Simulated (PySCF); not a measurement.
Sn(H)2(NH2)2 (H6N2Sn), SMILES [NH2][SnH2][NH2].

Geometry optimised at PBE0-D3(BJ)/def2-SVP. The def2 effective core potentials stand for the cores of Sn; spin–orbit coupling is left out. Other conformers were not sampled.

These are B3LYP/def2-TZVPD (PySCF) values and carry that method's errors.

Isolated molecule, no solvent.

```
Quantity                                                                                                       Result
---------------------------------------------------------------------------------------------  ----------------------
total energy                                                                                       -327.53818 hartree
highest occupied level                                                                                       -7.01 eV
lowest empty level                                                                                           -0.57 eV
orbital gap                                                                                                   6.45 eV
dipole moment                                                                                                  1.46 D
quadrupole, principal values (traceless, Buckingham form, about the centre of nuclear charge)   -5.45, 0.32, 5.14 D·Å
mean static polarisability                                                                       61.9 bohr³ (9.17 Å³)
polarisability, principal values                                                               56.8, 61.2, 67.8 bohr³
```
